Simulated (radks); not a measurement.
These are the eigenvalues of the occupied orbitals of an atom or ion with whole-number occupations (hartree). Calculated with a radial shooting solver on a logarithmic mesh with Libxc functionals: scalar-relativistic Kohn-Sham, PBEsol, spin-polarised, spherical densities, finite nucleus; Fermi nuclear charge, rms radius of each element as measured or else 0.836 A^(1/3) + 0.57 fm.

orbital  eigenvalue
1s down   -1971.992
1s up     -1971.992
2s up     -329.3991
2s down   -329.3969
2p up     -292.4778
2p down   -292.4762
3s up     -74.29176
3s down   -74.21465
3p up     -62.95439
3p down   -62.87762
3d up     -48.34752
3d down   -48.28847
4s up     -15.71433
4s down   -15.54829
4p up     -11.97584
4p down   -11.81191
4d up      -6.88163
4d down    -6.72041
5s up      -2.91320
5s down    -2.83367
5p up      -1.99755
5p down    -1.93931
4f up      -1.33527
4f down    -1.19121

Which element is it, and in what charge state? The configuration may be excited. Open shells, if any, are filled with parallel spins first.

Answer. Z = 66, dysprosium, charge +3: Dy3+ in [Xe] 4f9. The list shows which subshells hold electrons but not how many an open one holds; the 1s level, -1972 hartree, gives Z - s = 62.8 by -(Z - s)^2/2, which with screening and relativity narrows Z to a few neighbours, and the depths of the outer levels then fix element, charge and occupations together.
